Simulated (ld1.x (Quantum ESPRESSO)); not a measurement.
## bismuth: one change to a TM potential, before and after

```
Element                 : Bi (Z = 83)
Generator               : ld1.x (Quantum ESPRESSO) 7.5
Type                    : norm-conserving Troullier–Martins (Kleinman–Bylander form)
Functional              : PBE
Relativity              : scalar-relativistic
Frozen core             : [Xe] 4f14
Valence charge          : 15
Reference configuration : 5d10 6s2 6p3
Partial waves           : 6p (bound): rc 2.50 bohr; 5d (bound): rc 1.35 bohr; 6s (bound): rc 2.00 bohr
Local potential         : the s channel
Core correction         : Bessel-smoothed model core inside 0.70 bohr
```

Change: wave 5d (bound): rc 1.35 bohr becomes 5d (bound): rc 1.04 bohr.

Cutoffs: the cutoffs (Ry, on a coarse ladder) from which the occupation-weighted sum of valence levels, in a spherical-Bessel basis at the reference potential, stays within 10 and 1 mRy of its value at 400 Ry; they do not see the model core or the augmentation charge, which bear on the density cutoff. Errors are all-electron minus pseudo energies relative to the spin-unpolarised reference configuration.

Task: How do hardness, ghosts and transferability respond?

Result: The potential gets harder (70 Ry and 100 Ry → 90 Ry and 200 Ry); the errors of the 7 common tests hardly move; neither file shows a bound ghost. A smaller radius makes the pseudo-wave follow the all-electron one further in, where it bends more sharply, so more plane waves are needed.

```csv
quantity,base,changed
"cutoff, loose",70 Ry,90 Ry
"cutoff, tight",100 Ry,200 Ry
loose cutoff by channel (10 mRy a level),"p 8 Ry, d 50 Ry, s 21 Ry","p 8 Ry, d 45 Ry, s 21 Ry"
bound ghosts,none,none
"error for 5d10 6s2 6p2, meV [ΔE 7.91 eV]",-3.2,-3.2
"error for 5d10 6s2 6p1, meV [ΔE 23.16 eV]",-12,-12
"error for 5d10 6s2 6p0, meV [ΔE 46.50 eV]",-37,-37
"error for 5d10 6s1 6p3, meV [ΔE 18.73 eV]",-5.1,-5.0
"error for 5d10 6s1 6p0, meV [ΔE 91.91 eV]",-72,-71
"error for 5d10 6s1 6p4, meV [ΔE 10.08 eV]",-7.3,-7.2
"error for 5d10 6s2 6p2.5, meV [ΔE 3.10 eV]",-1.4,-1.4
s: phases at 2.68 bohr within 0.05 rad from the reference energy up to (Ry; the scan ends near 5),2.2,2.2
p: phases at 2.68 bohr within 0.05 rad from the reference energy up to (Ry; the scan ends near 5),3.2,3.2
d: phases at 2.68 bohr within 0.05 rad from the reference energy up to (Ry; the scan ends near 5),0.5,0.5
```
